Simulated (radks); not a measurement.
All-electron atom: the samarium ion Sm12+ in [Kr] 4d10 5s2 5p2 (not the ground configuration).

All-electron calculation, scalar-relativistic Kohn-Sham, PBE, spin-polarised, spherical densities, point nucleus; open shells are filled with parallel spins first (spin-orbit coupling, left out, can overturn this in heavy ions). Program: a radial shooting solver on a logarithmic mesh with Libxc functionals.

Energy parts (eV):
| part | energy |
|---|---|
| total | -282588.30 |
| kinetic | 302207.98 |
| electron-nucleus | -675470.57 |
| Hartree | 96822.15 |
| exchange-correlation | -6147.85 |

Orbitals (lengths in bohr, moments of r in powers of bohr; <r^-3> diverges for s and p1/2):
| orbital | occ. | eigenvalue (eV) | <r^-3> |
|---|---|---|---|
| 1s up | 1 | -46928.22 | - |
| 1s down | 1 | -46927.95 | - |
| 2s up | 1 | -7879.310 | - |
| 2s down | 1 | -7879.173 | - |
| 2p up | 3 | -7054.770 | 10160 |
| 2p down | 3 | -7054.541 | 10160 |
| 3s up | 1 | -1928.027 | - |
| 3s down | 1 | -1927.809 | - |
| 3p up | 3 | -1670.337 | 2102 |
| 3p down | 3 | -1670.087 | 2102 |
| 3d up | 5 | -1321.494 | 285.0 |
| 3d down | 5 | -1321.254 | 285.0 |
| 4s up | 1 | -575.3775 | - |
| 4s down | 1 | -574.8822 | - |
| 4p up | 3 | -488.4302 | 496.6 |
| 4p down | 3 | -487.8985 | 496.9 |
| 4d up | 5 | -366.2049 | 58.96 |
| 4d down | 5 | -365.5481 | 59.14 |
| 5s up | 1 | -234.8194 | - |
| 5s down | 1 | -231.5523 | - |
| 5p up | 2 | -205.4504 | 129.2 |
| 5p down | 0 | -202.1010 | 129.6 |

The highest occupied level is 5p up at -205.45 eV. The density falls to 0.001 e/bohr^3 at r = 2.40 bohr. Spin moment in Bohr magnetons: 2. Summed over all electrons, <r^2> = 15.44 bohr^2, which gives a Langevin (diamagnetic) susceptibility term of -12.2 x 10^-6 cm^3/mol.
